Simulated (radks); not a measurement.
Results of a calculation; reference values are marked as such.
The xenon ion Xe4+, 50 electrons, occupied as [Kr] 4d10 5s2 5p2.

Code: a radial shooting solver on a logarithmic mesh with Libxc functionals. Model: Dirac Kohn-Sham, PBE, spin-unpolarised, spherical densities, finite nucleus; open shells fill j = l - 1/2 first; Fermi nuclear charge, rms radius 4.7859 fm.

Energy parts (hartree):
| part | energy |
|---|---|
| total | -7446.11022 |
| kinetic | 7910.65735 |
| electron-nucleus | -18020.48585 |
| Hartree | 2849.45052 |
| exchange-correlation | -185.73225 |

Orbitals (lengths in bohr, moments of r in powers of bohr; <r^-3> diverges for s and p1/2):
orbital  occ.  eigenvalue (hartree)  <r^-3>  small-component weight
1s1/2       2             -1263.878       -                3.96e-02
2s1/2       2             -198.0951       -                8.50e-03
2p1/2       2             -186.2235       -                8.53e-03
2p3/2       4             -174.2929    5570                8.08e-03
3s1/2       2             -41.89188       -                2.54e-03
3p1/2       2             -36.95624       -                2.48e-03
3p3/2       4             -34.68981    1082                2.36e-03
3d3/2       4             -26.00424   174.1                2.24e-03
3d5/2       6             -25.52522   160.5                2.20e-03
4s1/2       2              -8.95590       -                7.39e-04
4p1/2       2              -7.20697       -                6.77e-04
4p3/2       4              -6.75379   216.9                6.38e-04
4d3/2       4              -3.92037   27.39                4.99e-04
4d5/2       6              -3.84658   25.03                4.89e-04
5s1/2       2              -2.25803       -                1.61e-04
5p1/2       2              -1.79526       -                1.32e-04
5p3/2       0              -1.72666   33.01                1.25e-04

The highest occupied level is 5p1/2 at -48.852 eV. For comparison, the ionisation energy in NIST's Atomic Spectra Database is 54.1 eV (semi-empirical). In exact Kohn-Sham theory the highest level is minus the ionisation energy, but local and semilocal functionals leave it too shallow, through self-interaction and a potential that decays too fast; potentials with the right tail come closer. The density falls to 0.001 e/bohr^3 at r = 3.40 bohr. Summed over all electrons, <r^2> = 30.49 bohr^2, which gives a Langevin (diamagnetic) susceptibility term of -24.2 x 10^-6 cm^3/mol.

Beside tabulated values, note that spin-unpolarised runs miss the spin-polarisation part of the exchange energy of open shells.
